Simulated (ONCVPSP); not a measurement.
# Os (Z = 76), ONCV: configuration errors across variants

ONCVPSP 4.0.1 input, shortened (lines: element, Z, core and valence counts, functional; n l f; lmax; l rc ep ncon nbas qcut; lloc lpopt rc5 dvloc0; l nproj debl; icmod fcfact rcfact), PBEsol, scalar-relativistic:

```
  Os 76.00   10    4  -116133      upf
    1    0    2.00
    2    0    2.00
    2    1    6.00
    3    0    2.00
    3    1    6.00
    3    2   10.00
    4    0    2.00
    4    1    6.00
    4    2   10.00
    4    3   14.00
    5    0    2.00
    5    1    6.00
    5    2    6.00
    6    0    1.00
    2
    0    1.45    0.00    3    6    6.80
    1    1.65    0.00    4    7    9.80
    2    2.05    0.00    3    7    9.00
    4    5    1.25   -1.00
    0    2    2.10
    1    3    0.50
    2    2    3.50
    1    0.45    0.00
```

In the p channel the program set the typed energies aside and used -2.166, 0.250, 0.750 Ha.

All-electron excitation energies from the reference (eV): (1) 5s2 5p6 5d6 6s2 -9.624; (2) 5s2 5p6 5d6 6s0 16.940; (3) 5s2 5p6 5d5 6s0 45.819; (4) 5s2 5p6 5d5 6s2 6p1 -3.474.

3 further variants failed, have other tests or another functional or relativity, and are left out.

Errors AE − PS in meV (a dash: test not solved or not reliable):

| change | (1) | (2) | (3) | (4) | bound ghosts | GHOST(+) flags above zero |
| --- | --- | --- | --- | --- | --- | --- |
| base | +2.1 | -7.8 | -17 | -2.6 | none | none |
| s: rc 1; local potential polynomial inside 1.00 bohr (lpopt 5, dvloc0 -1 Ha) | +2.6 | -5.5 | -15 | -0.2 | none | s |
| d: debl 5.1 | +2.1 | -7.8 | -17 | -2.5 | none | none |
| core correction polynomial model core, fcfact 0.42 | +2.1 | -7.8 | -17 | -2.5 | none | none |

Give the same row for: local potential polynomial inside 0.95 bohr (lpopt 5, dvloc0 4 Ha).

+2.1, -7.9, -17, -2.5; bound ghosts: none; GHOST(+) flags above zero: s, p.
